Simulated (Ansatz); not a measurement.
Geometry optimisation, Ansatz, RKS r2SCAN-D4/def2-SVP.

Input file:

```yaml
crystal:
  periodic: [false, false, false]
  atoms:
    - { symbol: "N", position_ang: [-0.3488, 2.2671, -0.4082] }
    - { symbol: B, position_ang: [0.0913, 0.9427, 0.0229] }
    - { symbol: Si, position_ang: [0.1318, -0.5871, 1.3615] }
    - { symbol: C, position_ang: [1.0091, -0.354, -0.2197] }
    - { symbol: As, position_ang: [0.1845, -1.5008, -1.6701] }
    - { symbol: H, position_ang: [0.06762, 3.01853, 0.2584] }
    - { symbol: H, position_ang: [0.10537, 2.49123, -1.33599] }
    - { symbol: H, position_ang: [-1.1595, -1.1198, 1.4376] }
    - { symbol: H, position_ang: [0.8483, -0.0389, 2.6072] }
    - { symbol: H, position_ang: [2.036, -0.2115, -0.1843] }
    - { symbol: H, position_ang: [-1.2881, -1.4755, -1.0693] }
    - { symbol: H, position_ang: [0.5621, -2.8043, -0.8757] }
basis:
  gaussian: { orbitals: def2-SVP }
hamiltonian:
  xc: r2scan
  dispersion: d4
relax:
  f_tol: 0.015
  max_steps: 40
output:
  orbitals: {}
```

Launched with:

```bash
$ ansatz run input.yaml --threads 2 --pin off --max-ram 3072MiB --backend cpu --events-out ev --progress --plain --runs-dir out
```

Q: Where does it end, and by what steps?

A: It converged. After 18 steps the energy has fallen by 1.757 eV; H6 moved furthest, 0.89 Å.

```
step  energy less start (eV)  largest force component (eV/Å)  accepted
   0                  0.0000                           3.640       yes
   1                 -1.0567                           2.125       yes
   2                 -1.3960                           2.309       yes
   3                 -1.6078                           0.988       yes
   4                 -1.6852                           0.525       yes
   5                 -1.7210                           0.211       yes
   6                 -1.7176                           0.224        no
   7                 -1.7380                           0.146       yes
   8                 -1.7447                           0.185       yes
   9                 -1.7463                           0.251       yes
  10                 -1.7519                           0.167       yes
  11                 -1.7550                           0.061       yes
  12                 -1.7558                           0.041       yes
  13                 -1.7560                           0.043       yes
  14                 -1.7565                           0.025       yes
  15                 -1.7568                           0.028       yes
  16                 -1.7570                           0.029       yes
  17                 -1.7571                           0.020       yes
  18                 -1.7572                           0.011       yes
```

```xyz
12
Properties=species:S:1:pos:R:3
N -0.082 2.169 -0.496
B 0.164 0.944 0.099
Si 0.112 -0.378 1.536
C 1.029 -0.332 -0.143
As 0.270 -1.410 -1.617
H -0.722 2.853 -0.109
H 0.363 2.463 -1.361
H -0.868 -1.485 1.715
H 0.960 -0.178 2.749
H 2.124 -0.287 -0.236
H -1.181 -1.003 -1.350
H 0.070 -2.728 -0.863
```

The run took 65 s on 2 threads of INTEL(R) XEON(R) PLATINUM 8581C CPU @ 2.10GHz (Emerald Rapids) (shared host), peak memory 0.23 GiB.
